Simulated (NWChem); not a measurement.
# CH$_{4}$AlCl; SMILES [CH3][AlH][Cl]

Problem. Give the equilibrium geometry at B3LYP/6-31G* (spherical d) (NWChem) as a Z-matrix, with the point group.

Solution. point group Cs; any orientation.
```
C
H 1 1.0962
H 1 1.0975 2 107.94
H 1 1.0975 2 107.93 3 114.79
Al 1 1.9539 2 111.82 4 122.59
H 5 1.5824 1 126.18 2 -0.22
Cl 5 2.1277 6 115.33 1 179.99
```
